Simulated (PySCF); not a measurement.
Species: C4H5B.
Bonds: B1–C2, C2–C3 (triple), C3–C4, C4–C5 (double). Hydrogens: H6, H7 on B1; H8 on C4; H9, H10 on C5.

Computed by this run: PBE0-D3(BJ)/def2-SVP geometry optimisation, gas phase in PySCF 2.14.0; density fitting, grid level 1; the optimiser is geomeTRIC in internal coordinates, started from a GFN2-xTB structure with every atom displaced at random (about 0.01 Å).

Step 7: E = -4893.2599 eV
```
atom  x, y, z in Å  |  force x, y, z in eV/Å
B1      2.7087    0.2666   -0.2029    0.089  -0.066  -0.023
C2      1.2103    0.2554   -0.2549    0.004  -0.084  -0.031
C3     -0.0170    0.2232   -0.2723   -0.170   0.075   0.084
C4     -1.4372    0.2260   -0.2505    0.136  -0.051  -0.022
C5     -2.1635   -0.6013    0.5184   -0.082   0.040  -0.040
H6      3.3004    1.3192   -0.1755    0.027   0.000  -0.012
H7      3.3310   -0.7756   -0.1862   -0.081   0.114   0.013
H8     -1.9435    0.9750   -0.8707    0.027   0.028  -0.002
H9     -1.6864   -1.3529    1.1496    0.011  -0.036   0.036
H10    -3.2539   -0.5232    0.5455    0.038  -0.019  -0.002
```

Step 8: E = -4893.2633 eV
```
atom  x, y, z in Å  |  force x, y, z in eV/Å
B1      2.7088    0.2675   -0.2039    0.071  -0.057  -0.018
C2      1.2103    0.2627   -0.2568   -0.007  -0.089  -0.026
C3     -0.0174    0.2326   -0.2685   -0.174   0.074   0.107
C4     -1.4382    0.2425   -0.2341    0.187  -0.050  -0.024
C5     -2.1613   -0.6171    0.5023   -0.092   0.039  -0.035
H6      3.3129    1.3085   -0.3049    0.021   0.000  -0.008
H7      3.3182   -0.7712   -0.0568   -0.064   0.099  -0.005
H8     -1.9456    1.0238   -0.8121    0.010   0.015  -0.002
H9     -1.6881   -1.4039    1.0933    0.029  -0.009   0.013
H10    -3.2507   -0.5329    0.5418    0.018  -0.022  -0.002
```

Problem. Estimate the geometry and energy of step 9. (The exact step hangs on the optimiser's Hessian estimate; all steps are aligned on step 8, rigid shifts and turns removed.)

Solution. E = -4893.2689 eV, largest force 0.138 eV/Å
```
atom  x, y, z in Å  |  force x, y, z in eV/Å
B1      2.7108    0.2689   -0.2113   -0.006  -0.016  -0.007
C2      1.2102    0.2647   -0.2399   -0.010  -0.033  -0.010
C3     -0.0179    0.2429   -0.2323   -0.071   0.067   0.054
C4     -1.4376    0.2656   -0.2002    0.137   0.006  -0.018
C5     -2.1688   -0.6349    0.4765   -0.006  -0.020   0.003
H6      3.3280    1.2686   -0.4928   -0.011   0.003  -0.009
H7      3.3072   -0.7347    0.1012    0.008   0.007  -0.002
H8     -1.9335    1.0869   -0.7317   -0.012  -0.014  -0.004
H9     -1.6911   -1.4554    1.0191   -0.023   0.010  -0.006
H10    -3.2583   -0.5602    0.5118   -0.006  -0.009  -0.002
```

The energy changes by -0.0057 eV. The first-order estimate −F·Δx gives -0.0095 eV and the mean of the old and new forces, exact on a quadratic surface, -0.0060 eV. The step makes an angle of 85° with the force vector and moves no atom by more than 0.193 Å.

The cost below is that of the whole optimisation. Time: 63 s of wall time; peak memory 0.38 GiB. Hardware: an Arm Neoverse N1 with one thread (shared host).
